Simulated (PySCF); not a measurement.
# Two-component Hartree-Fock for K⁺ (potassium, charge +1)

Start: [Ar]. Calculated with PySCF 2.14 in x2c-TZVPPall-2c with one added diffuse shell each of s, p, d type (7s7p4d, 48 functions): generalised Hartree-Fock with the X2C-1e Hamiltonian and a Gaussian nucleus; spin-orbit coupling (SO) screened by Boettger's factors.

```
spinor shell  electrons  ε, screened SO (eV)  weight of nominal j (screened SO)  rms radius, screened SO (bohr)
       1s1/2          2              -3655.8                              1.000                          0.0937
       2s1/2          2              -403.21                              1.000                           0.418
       2p1/2          2              -321.52                              1.000                           0.386
       2p3/2          4              -318.50                              1.000                           0.388
       3s1/2          2              -53.796                              1.000                            1.37
       3p1/2          2              -32.048                              1.000                            1.55
       3p3/2          4              -31.745                              1.000                            1.56
```

```json
{"quantity": "E (hartree)", "screened SO": "-601.30321"}
{"quantity": "M_J", "screened SO": "0"}
{"quantity": "⟨J²⟩", "screened SO": "0.000"}
{"quantity": "⟨L²⟩", "screened SO": "0.000"}
{"quantity": "⟨S²⟩", "screened SO": "0.000"}
```
